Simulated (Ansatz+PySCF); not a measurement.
Values are calculated unless marked as measured or tabulated.
## PySCF 2.14.0 run

```python
from pyscf import gto, scf, cc

mol = gto.M(atom="""
Be 0.000000 0.000000 0.000000
S 0.000000 0.000000 2.620000
""", basis='sto-3g', charge=0, spin=0)
mf = scf.RHF(mol)
mf.kernel()
mycc = cc.CCSD(mf, frozen=6).run()
et = mycc.ccsd_t()
print(mf.e_tot, mycc.e_corr, et, mycc.e_tot + et)
```

The script is written out from the run's settings.

Results

```yaml
Converged: yes
Reference_energy: -407.40765 hartree
CCSD_correlation_energy: -0.09122 hartree
Triples_correction: -0.00260 hartree
Total_energy: -407.50148 hartree
Spin_squared_of_the_determinant: 0.000
```

Caution: bonds are stretched, where a single reference can fail; another spin multiplicity may lie lower; an unrestricted determinant lies well below.
